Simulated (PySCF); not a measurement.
NMR data simulated for an unnamed compound:

$^{1}$H NMR (600 MHz, computed): δ 4.63 (s, 6H), 3.18 (m, 1H), 2.44 (s, 3H), 1.89 (m, 1H), 1.58 (m, 1H), 1.27 (m, 1H).

$^{13}$C{$^{1}$H} NMR (computed): δ 209.1 (C), 49.4 (CH), 35.7 (CH3), 30.6 (CH), 22.4 (CH2).

Relativity neglected, fast rotation and ring inversion assumed for equivalent nuclei, a single conformation, no solvent model. σ from GIAO-PBE0/pcSseg-1; GFN2-xTB structure; PySCF 2.14.0 with density-fitted response routines.

δ = σ(ref) − σ, references computed at the same level: $^{1}$H (31.72 ppm), $^{13}$C (186.93 ppm) against TMS.

Question: Which of these does the molecule contain: a Si–H bond, an aldehyde, a three-membered ring, a ketone, an N-methyl group, an OH group?

Answer: 
- A Si–H bond: yes (δH 4.63 (s)).
- An aldehyde: no.
- A three-membered ring: yes.
- A ketone: yes (δC 209.1).
- An N-methyl group: no.
- An OH group: no.

The data belong to SMILES CC(=O)[C@@H]1C[C@@H]1N([SiH3])[SiH3], C$_{5}$H$_{13}$NOSi$_{2}$; they needn't prove each group on their own.

Carbon signals by region: 1 in the far downfield region (above 160 ppm), 4 below 50 ppm. Above 160 ppm: 209.1, ketone carbonyl carbon.

Shifts are as computed. Against solution values, carbons near 30 ppm lie about +3 ppm off and those near 130 ppm about +5 ppm. Of 1211 compounds with measured shifts, 218 miss one by over three times the rms of a fit or turn the order of signals round; such compounds aren't used in these exercises. Multiplicities follow the n + 1 count of equivalent neighbours, as no J values were calculated; m marks all less simple cases, F and P coupling included.
